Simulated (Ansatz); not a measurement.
Gas-phase electronic energies from Ansatz, PBE0-D4/def2-TZVP geometries. CCSD(T)/CBS is the MP2 limit (def2-TZVPP, def2-QZVPP) plus CCSD(T) − MP2 in def2-TZVPP, frozen cores. This one scheme is used for every species. Functionals use def2-TZVPP. B3LYP here is the variant with VWN-RPA as its local correlation; programs differ in this. One conformer a species, not always the lowest.

`BC([SiH3])[SiH2]F` + CH₃OH → `BC([SiH3])OC` + `F[SiH3]`  (substitution at a C–Si bond)

**Question.** Is it downhill or uphill in electronic energy at CCSD(T)/CBS, and by how much? (Estimate.)

**Answer.** The calculation gave: Uphill: ΔE = +30.8 kcal/mol.

**Question.** What do these levels give: PBE-D4, B3LYP-D4, ωB97M-V, PBE, B3LYP, MP2/def2-TZVPP? (Best estimate.)

**Answer.** Ansatz gave: PBE-D4 26.1, B3LYP-D4 27.5, ωB97M-V 29.4, PBE 25.6, B3LYP 26.7, MP2/def2-TZVPP 31.7 kcal/mol.

Largest T1 diagnostic among the species: 0.013.

The D4 term adds +0.7 kcal/mol with B3LYP and +0.4 kcal/mol with PBE0; it sums over pairs of atoms, weighted by their polarisabilities, and B3LYP, whose exchange is more repulsive, gets the larger term. From PBE to PBE0 (25 % exact exchange), in def2-TZVPP and without D4, ΔE moves by +2.8 kcal/mol.
